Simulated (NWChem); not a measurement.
# SiH₄TeSe; SMILES [SiH3][Te][SeH]

```xyz
7

Te     0.7813     0.6289     0.0003
Se    -0.2242    -1.7354     0.1059
H     -0.3242    -1.9163    -1.3686
Si    -1.4991     1.7213    -0.0169
H     -2.2696     1.3409     1.2147
H     -2.2648     1.3075    -1.2419
H     -1.2717     3.2104    -0.0403
```
Atoms are numbered in this order, from 1.

Level: PBE-D3(BJ)/def2-SVP with def2 effective core potentials on Te (NWChem), optimised geometry, unscaled harmonic frequencies. This build's default masses of Se (78.918 u) and Br (79.917 u) are each other's, which moves their modes by up to 0.6 %. def2 effective core potentials on Te; no spin-orbit coupling.

| frequency (cm⁻¹) | IR intensity (km/mol) |
|---|---|
| 74 | 0.1 |
| 122 | 0.0 |
| 220 | 6.6 |
| 231 | 0.7 |
| 318 | 4.3 |
| 521 | 3.4 |
| 530 | 4.3 |
| 656 | 7.0 |
| 842 | 350.2 |
| 886 | 35.0 |
| 906 | 34.1 |
| 2147 | 92.2 |
| 2172 | 63.8 |
| 2180 | 68.7 |
| 2326 | 10.6 |

| Property | Result |
|---|---|
| zero-point energy | 20.2 kcal/mol |
| thermal correction to the enthalpy at 298.15 K (with zero-point energy) | 24.8 kcal/mol |
| heat capacity Cv | 20.0 cal/(mol K) |
| entropy at 298.15 K and 1 atm (symmetry number 1) | 85.4 cal/(mol K) |

Rigid rotor and harmonic oscillator; modes under 100 cm⁻¹ make the entropy uncertain.
